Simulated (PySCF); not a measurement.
# Pt⁺: ionisation energy

Pt⁺ [Xe] 4f14 5d9 (2D) → Pt²⁺ [Xe] 4f14 5d8 (3F), as a difference of total energies. All numbers are calculated (PySCF 2.14, the spin-free X2C one-electron Hamiltonian (Gaussian nucleus), in x2c-TZVPPall with one added diffuse shell each of s, p, d, f type (12s8p8d4f1g, 113 functions)). Correlated levels: valence: [Xe] 4f14 frozen. The calculations carry no spin-orbit coupling.

**Question.** Order these methods by the ionisation energy they give, lowest first.
A. MP2 (valence)
B. SCS-MP2 (valence)
C. CCSD (valence)
D. UHF

**Answer.** D (16.936 eV), C (18.476 eV), B (18.576 eV), A (18.690 eV).

A first-order spin-orbit estimate (lowest level to lowest level, LS coupling) adds -0.352 eV.

Errors of the correlated levels include the incompleteness of this basis and the frozen core.

For comparison: 18.56 ± 0.12 eV (measured; NIST Atomic Spectra Database, ionization energies).
